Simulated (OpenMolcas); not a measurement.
Ir3+ with its 6 nearest fluoride ions, on the Y site of Cs2NaYF6 (a = 9.075 Å, distance in the model lattice 2.178 Å). The rest of the host is ab initio model potentials to 7.6 Å, with orthogonalisation functions on the cations behind the ligands, and point charges beyond; the distance is set by hand and nothing relaxes. Ligand basis ANO-RCC-VDZP.

* Program: OpenMolcas
* Method: SS-CASPT2, IPEA 0.25 Eh, imaginary shift 0.1 Eh (closed shells correlated: 5s 5p and the ligand valence shells)
* Basis: ANO-RCC-VTZP [8s7p5d3f1g]
* Scalar Hamiltonian: DKH2, point nucleus
* Active space: 6 electrons in 5 orbitals (5d)
* State averaging: 2S+1 = 5 even, 5 roots; 2S+1 = 3 even, 45 roots; 2S+1 = 1 even, 50 roots
* Spin-orbit coupling: state interaction with AMFI integrals over the reference wave functions

All ligands move together. At R = 2.056 Å the first state of the same spin is 22390 cm-1, and at R = 2.178 Å it is 17520 cm-1.

Question: A third run gives 25870 cm-1. What distance was it run at?

Answer: With a power law R^-n the two known points give n = -ln(17520 / 22390) / ln(2.178 / 2.056) = 4.25. Then R = 2.056 × (22390 / 25870)^(1/4.25) = 1.987 Å. The run was at 1.99 Å, so the estimate is off by -0.003 Å.

Roots that are degenerate in the reference are averaged as groups; the widest CASPT2 spread within a group is 530 cm-1 (the 3-fold group of multiplicity 3 near 21300 cm-1 above the lowest state of its run, R = 1.99). Shifts and gaps below about the spread of the groups concerned are not significant. Over all roots computed the reference weight is 0.70 to 0.72 in R = 1.99, 0.70 to 0.72 in R = 2.056, 0.69 to 0.71 in R = 2.178; a low but even weight reflects the number of correlated electrons. Ligand-to-metal charge-transfer states are missing. With no ligand orbital active B as a rule stays too high, so bands that hang on it stand too high and its fall with covalency is understated. With one d shell and no ligand orbital active, 10Dq can be off by a tenth or more. The least metal-like active orbital is 78 % on the metal (Löwdin) and no ligand orbital is active, so the numbers are rough (holds for R = 1.99). The least metal-like active orbital is 79 % on the metal (Löwdin) and no ligand orbital is active, so the numbers are rough (holds for R = 2.056). The least metal-like active orbital is 81 % on the metal (Löwdin) and no ligand orbital is active, so the numbers are rough (holds for R = 2.178). No measured value stands beside these numbers; the geometry was set by hand and not optimised.
